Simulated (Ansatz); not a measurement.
The cluster SnTe₂⁺. Total charge 1; doublet. Geometry PBE-D4/def2-SVP; atoms count from 1.

```xyz
3

Sn   -1.121    0.857   -0.915
Te   -0.031    0.019    1.601
Te    1.152   -0.876   -0.685
```

In the def2 sets Sn, Te take a core potential; there is no spin–orbit coupling. The structure comes from a short search, and lower isomers may exist.

**Question.** Estimate the Mulliken populations from the PBE0/def2-TZVP orbitals of Ansatz.

**Answer.** 
```json
{"atom": "Sn1", "charge (e)": "0.67", "spin (α − β)": "-0.13"}
{"atom": "Te2", "charge (e)": "0.17", "spin (α − β)": "0.56"}
{"atom": "Te3", "charge (e)": "0.17", "spin (α − β)": "0.56"}
```
Mulliken values depend strongly on the basis.

**Question.** Where does the spin sit?

**Answer.** Summed by element: Sn -0.13, Te 1.13, of 1 unpaired in all. Largest on single atoms: Te2 0.56, Te3 0.56, Sn1 -0.13.

**Question.** And the Mayer bond orders between heavy atoms (over 0.3)?

**Answer.** Sn1–Te2 1.00 (2.87 Å); Sn1–Te3 1.00 (2.87 Å); Te2–Te3 1.44 (2.72 Å).
